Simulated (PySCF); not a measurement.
## Stretching SbC

Set-up: basis Sb aug-cc-pVDZ-PP with ECP28, C aug-cc-pVDZ; scalar-relativistic core potentials; PySCF 2.14. Energies in eV from Sb + C in their ground configurations at the same level. All curves are PBE0. state 1: Ms = 0.5 determinant of mixed spin (⟨S²⟩ near 1.1), unpaired electrons σ ↑; state 2: ²Π (doublet), unpaired electrons π ↑, a second solution, started from another occupation; state 3: quartet, unpaired electrons σ ↑, π ↑↑, a mixture of terms (⟨Lz²⟩ = 2.0), a second solution, started from another occupation; state 4: ⁴Π (quartet), unpaired electrons π ↑↑↑, a second solution, started from another occupation.

| R (Å) | state 1 | state 2 | state 3 | state 4 |
| --- | --- | --- | --- | --- |
| 1.618 | -1.477 | 0.116 | 1.703 | 3.564 |
| 1.693 | -2.409 | -1.179 | 0.353 | 1.864 |
| 1.768 | -2.924 | -2.013 | -0.549 | 0.648 |
| 1.825 | -3.113 | -2.408 | -1.004 | -0.023 |
| 1.881 | -3.178 | -2.651 | -1.312 | -0.528 |
| 1.937 | -3.157 | -2.774 | -1.508 | -0.903 |
| 2.013 | -3.038 | -2.794 | -1.637 | -1.241 |
| 2.107 | -2.803 | -2.651 | -1.654 | -1.470 |
| 2.220 | -2.456 | -2.320 | -1.543 | -1.546 |
| 2.370 | -1.963 | -1.729 | -1.279 | -1.437 |

Task: Put a parabola through the three lowest points of the state 1 curve and estimate Re, k and ωe (reduced mass 10.92 u; 1 eV/Å² = 0.16022 mdyn/Å; ωe = 1302.8·√(k/μ) cm⁻¹).

Result: Through R = 1.825, 1.881, 1.937 Å the second-order coefficient is 13.7 eV/Å², so Re ≈ 1.895 Å, k ≈ 4.39 mdyn/Å and ωe ≈ 826 cm⁻¹. A polynomial fit of higher order to the unrounded PBE0 energies gives Re = 1.893 Å, k = 4.04 mdyn/Å, ωe = 793 cm⁻¹; anharmonicity and rounding make the difference.

The higher-order fit for each curve: state 1: Re = 1.893 Å, ωe = 793 cm⁻¹, De = 3.18 eV; state 2: Re = 1.985 Å, ωe = 776 cm⁻¹, minimum 2.80 eV below the ground-state fragments; state 3: Re = 2.070 Å, ωe = 586 cm⁻¹, minimum 1.66 eV below the ground-state fragments; state 4: Re = 2.215 Å, ωe = 527 cm⁻¹, minimum 1.55 eV below the ground-state fragments.

⟨S²⟩ of the unrestricted solution departs from its pure value on part of the curve, where spin states mix. These are scalar-relativistic numbers at best; spin–orbit coupling would shift them, the dissociation energy most. The state was picked by a PBE0 search and need not be the measured ground state.
